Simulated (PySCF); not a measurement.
Give a PBE0-D3(BJ)/def2-SVP geometry of `O[Si@@H]([SiH3])[SiH2]C1CCC1`.

Z-matrix in Å and degrees, rows numbered from 1:
```
O 
Si  1  1.6857
Si  2  2.3424  1  105.68
Si  2  2.3511  1  108.95  3   117.27
C   4  1.8861  2  106.23  1   -65.08
C   5  1.5499  4  121.76  2   161.49
C   6  1.5401  5   88.53  4  -140.09
C   7  1.5392  6   88.81  5    18.60
H   1  0.9623  2  115.28  3  -171.19
H   2  1.5023  1  111.62  3  -118.82
H   3  1.4951  2  112.38  1   -60.25
H   3  1.4976  2  108.92  1   179.16
H   3  1.4967  2  109.74  1    60.88
H   4  1.4987  2  111.52  1   171.76
H   4  1.5029  2  109.23  1    52.28
H   5  1.1041  4  108.66  2   -69.66
H   6  1.1021  5  111.82  4   -27.29
H   6  1.1004  5  117.38  4    98.59
H   7  1.1011  6  111.37  5   -93.87
H   7  1.1008  6  117.98  5   139.89
H   8  1.1026  5  111.83  4    30.84
H   8  1.1001  5  117.49  4   -94.33
```

Si4 (SiH2 silicon) is tetrahedral (angles from 106.2° to 112.7°). Si2 (oxygen-bound silicon) is distorted tetrahedral (angles from 105.7° to 111.8°). Si3 (SiH3 silicon) is tetrahedral (angles from 108.2° to 112.4°). The 4-membered ring C5–C6–C7–C8 has internal angles of 88.0° to 88.8°; it is puckered, 0.13 Å rms from its mean plane, widest ring torsion 19°.

The calculation used PySCF 2.14.0, PBE0-D3(BJ)/def2-SVP geometry optimisation, gas phase.

Point group: C1 (no symmetry element, even within 0.4 Å). Stationary, but not proved a minimum. The numbers are those of one conformer (H–O1–Si2–Si3 -171°, O1–Si2–Si4–C5 -65°, Si2–Si4–C5–C6 161°, Si4–C5–C6–C7 -140°, C5–C6–C7–C8 19°, C6–C7–C8–C5 -19°, Si4–C5–C8–C7 144°).
